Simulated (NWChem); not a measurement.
System: C2H8BN; SMILES CCBN

```xyz
12

B     -0.3705     0.7038    -0.3447
H     -1.4347     0.6976    -0.9049
C      0.5179    -0.6044    -0.2768
C     -0.2411    -1.8359     0.2582
H      1.4320    -0.4468     0.3160
H      0.8619    -0.8284    -1.2999
H     -1.1412    -2.0339    -0.3358
H     -0.5638    -1.6874     1.2961
H      0.3794    -2.7400     0.2342
N      0.0368     1.9114     0.2306
H     -0.5114     2.7594     0.1883
H      0.9119     2.0226     0.7271
```
Atoms are numbered in this order, from 1.

Computed with NWChem. All runs use the structure optimised with B3LYP/6-31G* (spherical d).

**Question.** Among these, which level gives the highest value of “dipole (D)”?
A. B3LYP/def2-TZVP
B. PBE/def2-TZVP
C. CAM-B3LYP/def2-TZVP
D. PW6B95/def2-TZVP

**Answer.** B, PBE/def2-TZVP. Values: CAM-B3LYP/def2-TZVP 1.61; B3LYP/def2-TZVP 1.63; PW6B95/def2-TZVP 1.64; PBE/def2-TZVP 1.70
